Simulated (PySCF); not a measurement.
# Computed vibrations of [Tl(NH3)3]3+

[Tl(NH3)3]3+ (singlet). PySCF 2.14.0, RKS PBE0, Tl def2-SVP with ECP60, N def2-SVP, H def2-SVP; non-relativistic Hamiltonian with scalar-relativistic core potentials where named; density fitting; no spin-orbit coupling. Central differences of gradients.

```xyz
13

Tl    0.0000    0.0000    0.0000
N     2.2631    0.0015    0.0000
H     2.6470   -0.4806    0.8343
H     2.6470   -0.4806   -0.8343
H     2.6524    0.9618    0.0000
N    -1.1329    1.9591    0.0000
H    -0.9073    2.5327    0.8343
H    -0.9073    2.5327   -0.8343
H    -2.1591    1.8161    0.0000
N    -1.1302   -1.9607    0.0000
H    -1.7397   -2.0521    0.8343
H    -1.7397   -2.0521   -0.8343
H    -0.4932   -2.7779    0.0000
```

Run from Python with OMP_NUM_THREADS=2. Where DIIS fails, smearing, a level shift and second-order steps follow.
It took 67 s on 2 threads of Arm Neoverse V2, on a shared host.

(1) What are the harmonic wavenumbers and infrared intensities?

(2) Is this a minimum?

Answers

(1) Modes are labelled in C3h; negative numbers are unstable modes, those under 60 cm⁻¹ near the noise; a finer grid moves soft modes by up to 10 cm⁻¹.
| cm⁻¹ | km/mol | symmetry |
| --- | --- | --- |
| -44 | – | e'' |
| -44 | – | e'' |
| -22 | – | a'' |
| 90 | 11.9 | e' |
| 90 | 11.9 | e' |
| 112 | 53.7 | a'' |
| 377 | 0.0 | a' |
| 410 | 0.1 | e' |
| 410 | 0.1 | e' |
| 787 | 0.0 | a' |
| 798 | 0.0 | e'' |
| 798 | 0.0 | e'' |
| 830 | 98.7 | e' |
| 830 | 98.7 | e' |
| 836 | 118.2 | a'' |
| 1345 | 45.5 | e' |
| 1345 | 45.5 | e' |
| 1365 | 0.0 | a' |
| 1579 | 66.0 | e' |
| 1579 | 66.0 | e' |
| 1582 | 0.0 | a' |
| 1583 | 167.5 | a'' |
| 1585 | 0.0 | e'' |
| 1585 | 0.0 | e'' |
| 3329 | 565.5 | e' |
| 3329 | 565.5 | e' |
| 3348 | 0.0 | a' |
| 3434 | 0.0 | e'' |
| 3434 | 0.0 | e'' |
| 3437 | 768.9 | a'' |
| 3441 | 0.0 | a' |
| 3444 | 383.8 | e' |
| 3444 | 383.8 | e' |

(2) Probably not: 2 unstable, though so soft as to be near the noise (and 1 more above −25 cm⁻¹, within the noise); the lowest moves the atoms so:
```
Tl   0.00  0.00  0.00
N    0.00  0.00 -0.03
H    0.01  0.03 -0.02
H   -0.01 -0.03 -0.02
H    0.00  0.00 -0.07
N    0.00  0.00  0.02
H   -0.29 -0.18  0.22
H    0.29  0.18  0.22
H    0.00  0.00 -0.37
N    0.00  0.00  0.01
H   -0.32  0.18 -0.20
H    0.32 -0.18 -0.20
H    0.00  0.00  0.44
```
